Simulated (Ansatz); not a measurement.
Input for Ansatz (a program for electronic structure):
Ansatz 0.2 input:
```yaml
crystal:
  periodic: [false, false, false]
  atoms:
    - {symbol: Cl, position_ang: [-0.00000000, -0.00000000, -0.98043196]}
    - {symbol: Cl, position_ang: [0.00000000, 0.00000000, 0.98043196]}
basis:
  gaussian:
    orbitals: cc-pVDZ
hamiltonian:
  xc: pbe0
total_charge: 1
magnetization: {spin_polarized: true, initial_magnetization: 1}
```

Q: What does this run give for the total energy, <S^2>, number of basis functions?

A: 
The total energy is -919.641390 Ha and the <S^2> comes out as 0.753. The number of basis functions comes out as 36.
